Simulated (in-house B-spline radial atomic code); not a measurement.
Values are calculated unless marked as measured or tabulated.
**Te in an electron gas of r_s = 2: phase shifts, screening, friction and resistivity**

A nucleus sits in a uniform electron gas with a rigid positive background. The Kohn-Sham equations are solved self-consistently in the spin-unpolarised LDA (PW92), non-relativistic, on B-splines with outgoing waves at the boundary and partial waves to l = 8. The model has no lattice, no bands and no magnetic solution. Atomic units; δ_l are the phase shifts at the Fermi level, counted so that each bound state adds π, and good to about 0.0005.

The density parameter is r_s = 2 bohr, near that of the valence electrons of Si (4 per atom, density 2.33 g/cm³, mass 28.09 u, which gives r_s = 2.01).

```
l  δ_l (rad)
0    13.3636
1    10.8322
2     6.8796
3     0.1659
4     0.0227
5     0.0043
6     0.0009
7     0.0003
8     0.0002
```

Bound levels below the band bottom (hartree): d -20.45, s -5.179, p -3.708, d -1.223, s -0.2085 and deeper ones.

Q: Check the Friedel sum rule, and say where the screening charge sits.

A: k_F = (9π/4)^(1/3)/r_s = 0.95958. The rule is Z = (2/π) Σ (2l + 1) δ_l. The terms are s 8.508, p 20.688, d 21.898, f 0.739 and 0.173 beyond, in all 52.006 against Z = 52. Bound states hold 10 s, 18 p, 20 d electrons, so the scattering states carry 4.01 in all; where a term is smaller than its bound count, the bound level has drawn weight out of the band.

Q: Find the transport cross section and the electronic stopping of a 5 keV Te ion (mass 127.6 u).

A: σ_tr = (4π/k_F²) Σ (l + 1) sin²(δ_l − δ_(l+1)). The terms for l = 0 to 3 are 0.3284, 1.0512, 0.5225, 0.0815, all together 1.9853, so σ_tr = 13.647 × 1.9853 = 27.094 bohr². With n = 3/(4π r_s³) = 0.02984, the friction coefficient is Q = n k_F σ_tr = 0.7758. For v well below v_F = 0.960, dE/dx = Q v; with 24801 eV per u at v = 1, v = √(5000/(24801 × 127.6)) = 0.0397, so dE/dx = 0.03084 hartree/bohr = 15.9 eV/nm. The largest term couples the p and d waves.

Q: What residual resistivity would 1 atomic per cent of such centres give in a metal of this density?

A: Δρ = k_F n_i σ_tr/n in atomic units of 21.74 μΩ·cm. With one host atom per 4 electrons, n_i/n = 0.01/4, so Δρ = 0.9596 × 0.00250 × 27.094 × 21.74 = 1.41 μΩ·cm. This is an atom added to the gas, as on an interstitial site.

Q: On a substitutional site the background of one host ion, a sphere holding 4 charges, is taken out. The phase shifts for l = 0 to 4 become 13.0339, 10.3008, 6.3097, -0.0009, -0.0060. What follows?

A: The Friedel sum is now 48.00, for Z − 4 = 48. The sum in σ_tr is 1.2881, so σ_tr = 17.58 bohr² and Δρ = 0.92 μΩ·cm per atomic per cent, 0.65 times the value above. A real host ion scatters too, so this model doesn't give zero even for the host's own atom.
